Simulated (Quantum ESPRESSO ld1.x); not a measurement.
Species: the thallium ion Tl2+. Configuration: [Xe] 4f14 5d10 6d1 (not the ground configuration). Method: scalar-relativistic Kohn-Sham, LDA (Slater exchange, VWN5 correlation), spin-unpolarised, spherical densities, point nucleus; computed with ld1.x of Quantum ESPRESSO 7.5.

X-ray form factor f0, the Fourier transform of the density (f0(0) = 79):

sin(theta)/lambda (1/angstrom)  f0 (electrons)
0.05                                    77.982
0.1                                     75.519
0.15                                    72.381
0.2                                     68.830
0.25                                    65.028
0.3                                     61.198
0.4                                     54.120
0.5                                     48.202
0.6                                     43.341
0.8                                     35.691
1                                       29.652
1.25                                    23.761
1.5                                     19.612
2                                       15.058
